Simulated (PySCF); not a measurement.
## TDDFT excited states: C7H12

Species: C7H12.
SMILES: `CC[C@@H]1C[C@H]2C[C@@H]12`

Computed with TDDFT PBE0/def2-SVPD, vertical, gas phase, core orbitals frozen in the response (PySCF). The structure is a single GFN2-xTB conformer in the gas phase; no vibrational or solvent corrections.

What does the calculation give for the low-lying excited states?

```tsv
state	E (eV)	λ (nm)	ν̃ (cm⁻¹)	f	main configurations (H = HOMO, L = LUMO)
S1	7.29	170.1	58790	0.0068	H→L (76%), H→L+1 (22%)
S2	7.56	163.9	61020	0.030	H→L+1 (67%), H→L (15%), H→L+2 (13%)
S3	7.68	161.5	61930	0.0040	H→L+2 (46%), H→L+3 (34%), H→L+1 (8%)
S4	7.73	160.3	62380	0.044	H→L+3 (43%), H→L+2 (37%), H-1→L (14%)
S5	7.77	159.5	62700	0.0035	H-1→L (66%), H→L+3 (18%), H-1→L+1 (9%)
S6	8.02	154.6	64700	0.0004	H-1→L+1 (74%), H-1→L+2 (18%)
S7	8.13	152.6	65540	0.0005	H-1→L+2 (75%), H-1→L+1 (11%), H-1→L (9%)
S8	8.20	151.3	66110	0.0074	H-1→L+3 (95%)
```

Triplets, Tamm–Dancoff:

```json
{"state": "T1", "E (eV)": "7.19", "λ (nm)": "172.5", "main configurations (H = HOMO, L = LUMO)": "H→L (67%), H→L+1 (29%)"}
{"state": "T2", "E (eV)": "7.37", "λ (nm)": "168.3", "main configurations (H = HOMO, L = LUMO)": "H→L+1 (42%), H→L+2 (30%), H→L (15%)"}
{"state": "T3", "E (eV)": "7.47", "λ (nm)": "166.0", "main configurations (H = HOMO, L = LUMO)": "H→L+3 (65%), H→L+1 (14%)"}
```

The lowest singlet lies at 7.29 eV (170 nm, vacuum ultraviolet) and is weak; its leading configuration is HOMO→LUMO (76%). The most intense listed level is S4 at 7.73 eV (160 nm, f = 0.044), 0.44 eV above S1. Löwdin shares by element: HOMO carbon 73% or more (atoms not listed hold the other 27%); LUMO carbon 36% or more, hydrogen 7% or more (atoms not listed hold the other 57%). The oscillator strengths of these states sum to 0.097; summed over the whole spectrum of an exact calculation they would give the number of electrons, 54 (Thomas–Reiche–Kuhn). The listed states span 0.91 eV, and the widest gap between neighbours is 0.28 eV (S1 to S2). Orbital energies (eV): HOMO-3 -8.94, HOMO-2 -8.74, HOMO-1 -7.88, HOMO -7.42, LUMO 0.93, LUMO+1 1.26, LUMO+2 1.37. Singlets were solved by full linear response, triplets in the Tamm–Dancoff approximation.
